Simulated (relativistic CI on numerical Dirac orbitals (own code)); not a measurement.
Transition arrays of Mo XVIII

Method of calculation: Dirac-Coulomb-Breit CI, separate exchange-only KLI orbitals for each configuration, model QED, valence Slater integrals scaled by 0.9, whole transition arrays (own radial code, finite nucleus).

CI space (outside the closed core [Ne] 3s2): 3p6.3d7, 3p6.3d6.4f, 3p5.3d8, 3p6.3d6.4p, 3p6.3d6.5f. Levels of other configurations are missing.

All E1 lines from the levels of 3p6.3d7; mean and standard deviation are weighted by gf, and upper levels are sorted by their leading configuration.

| Upper configuration | Lines | Σgf | Mean (eV) | Mean (nm) | σ (eV) | Strongest line (nm) |
| --- | --- | --- | --- | --- | --- | --- |
| 3p6.3d6.4f | 2825 | 476.9 | 426.10 | 2.910 | 4.94 | 2.877 |
| 3p5.3d8 | 466 | 77.5 | 172.08 | 7.205 | 11.66 | 6.648 |
| 3p6.3d6.4p | 1718 | 40.6 | 315.03 | 3.936 | 4.79 | 3.969 |
| 3p6.3d6.5f | 2825 | 217.9 | 527.08 | 2.352 | 5.55 | 2.341 |

Σgf per state of the lower configuration in bins of 0.2 nm over the central range (centre: value): 2.3: 1.74, 2.5: 0.08, 2.9: 3.88, 3.1: 0.09, 3.9: 0.29, 4.1: 0.04, 6.5: 0.04, 6.7: 0.12, 6.9: 0.08, 7.1: 0.08, 7.3: 0.08, 7.5: 0.05.

Task: How do configuration mixing and the scaling of the Slater integrals move the arrays?

Result: Slater scale 0.9, no configuration mixing: 3p6.3d6.4f 426.5 ± 5.0 eV (Σgf 502.2), 3p5.3d8 172.8 ± 11.8 eV (Σgf 86.5), 3p6.3d6.4p 315.1 ± 4.8 eV (Σgf 39.2), 3p6.3d6.5f 526.6 ± 5.6 eV (Σgf 162.9); Slater scale 1: 3p6.3d6.4f 427.0 ± 5.4 eV (Σgf 479.0), 3p5.3d8 172.8 ± 12.4 eV (Σgf 76.9), 3p6.3d6.4p 315.2 ± 5.3 eV (Σgf 40.8), 3p6.3d6.5f 527.5 ± 6.1 eV (Σgf 219.4); Slater scale 0.8: 3p6.3d6.4f 425.2 ± 4.5 eV (Σgf 474.7), 3p5.3d8 171.3 ± 10.9 eV (Σgf 78.2), 3p6.3d6.4p 314.9 ± 4.3 eV (Σgf 40.4), 3p6.3d6.5f 526.6 ± 5.0 eV (Σgf 216.5). With mixing, levels are counted to their leading configuration, so an array can shrink or vanish into another, and the sums then hold other lines.
